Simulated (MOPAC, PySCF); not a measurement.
H₃BS₂, SMILES `SBS` (H–S–B–S torsion 0°, S–B–S–H torsion 0°), neutral singlet in the gas phase. 

Z-matrix (Å, degrees):
```
B
H 1 1.1859
S 1 1.7812 2 115.61
H 3 1.3412 1 99.63 2 -180.00
S 1 1.7812 2 115.61 3 -180.00
H 5 1.3412 1 99.63 2 -180.00
```
Charge 0, spin multiplicity 1.

All levels are single points at this geometry (CAM-B3LYP-D3(BJ)/def2-TZVP); Pople sets use spherical d functions. Orbital energies aren't observables, and empty levels follow the basis.

```json
[
 {"level": "CAM-B3LYP-D3(BJ)/def2-TZVP in PySCF", "HOMO (eV)": "-8.90", "LUMO (eV)": "0.21", "gap (eV)": "9.10", "dipole (D)": "1.45", "vertical IE, Delta-SCF (eV)": "9.89"},
 {"level": "TPSSh-D3(BJ)/def2-TZVP in PySCF", "HOMO (eV)": "-7.03", "LUMO (eV)": "-1.32", "gap (eV)": "5.70", "dipole (D)": "1.48", "vertical IE, Delta-SCF (eV)": "9.66"},
 {"level": "B3LYP/6-311+G** in PySCF", "HOMO (eV)": "-7.44", "LUMO (eV)": "-1.13", "gap (eV)": "6.32", "dipole (D)": "1.58", "vertical IE, Delta-SCF (eV)": "–"},
 {"level": "PBE/6-31G* in PySCF", "HOMO (eV)": "-6.42", "LUMO (eV)": "-1.60", "gap (eV)": "4.82", "dipole (D)": "1.69", "vertical IE, Delta-SCF (eV)": "9.57"},
 {"level": "HF/6-31G* in PySCF", "HOMO (eV)": "-10.31", "LUMO (eV)": "2.95", "gap (eV)": "13.26", "dipole (D)": "1.39", "vertical IE, Delta-SCF (eV)": "–"},
 {"level": "PM3 in MOPAC", "HOMO (eV)": "-9.63", "LUMO (eV)": "-0.31", "gap (eV)": "9.33", "dipole (D)": "2.31", "vertical IE, Delta-SCF (eV)": "–"}
]
```
